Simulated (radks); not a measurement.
Os8+, 68 electrons, occupied as [Xe] 4f14.

Method: Dirac Kohn-Sham, PBE, spin-unpolarised, spherical densities, finite nucleus; Fermi nuclear charge, rms radius 5.4126 fm; computed with a radial shooting solver on a logarithmic mesh with Libxc functionals.

Energy parts (eV):
part                       energy
total                  -469767.80
kinetic                 533032.10
electron-nucleus      -1168766.69
Hartree                 175134.39
exchange-correlation     -9167.61

Orbitals (lengths in bohr, moments of r in powers of bohr; <r^-3> diverges for s and p1/2):
\begin{tabular}{lrrr}
orbital & occ. & eigenvalue (eV) & <r^-3> \\ \hline
1s1/2 & 2 & -73855.25 & - \\
2s1/2 & 2 & -12953.25 & - \\
2p1/2 & 2 & -12409.63 & - \\
2p3/2 & 4 & -10878.46 & 17910 \\
3s1/2 & 2 & -3105.114 & - \\
3p1/2 & 2 & -2861.333 & - \\
3p3/2 & 4 & -2527.342 & 4099 \\
3d3/2 & 4 & -2118.127 & 711.8 \\
3d5/2 & 6 & -2045.757 & 599.4 \\
4s1/2 & 2 & -748.3321 & - \\
4p1/2 & 2 & -645.8780 & - \\
4p3/2 & 4 & -567.3999 & 964.5 \\
4d3/2 & 4 & -399.0444 & 148.2 \\
4d5/2 & 6 & -384.4912 & 122.2 \\
5s1/2 & 2 & -205.3495 & - \\
5p1/2 & 2 & -172.2244 & - \\
4f5/2 & 6 & -171.0448 & 23.92 \\
4f7/2 & 8 & -168.1972 & 22.80 \\
5p3/2 & 4 & -158.2240 & 172.9 \\
\end{tabular}

The highest occupied level is 5p3/2 at -158.22 eV. For comparison, the ionisation energy in NIST's Atomic Spectra Database is 168.7 eV (semi-empirical). In exact Kohn-Sham theory the highest level is minus the ionisation energy, but local and semilocal functionals leave it too shallow, through self-interaction and a potential that decays too fast; potentials with the right tail come closer. Summed over all electrons, <r^2> = 20.73 bohr^2, which gives a Langevin (diamagnetic) susceptibility term of -16.4 x 10^-6 cm^3/mol.
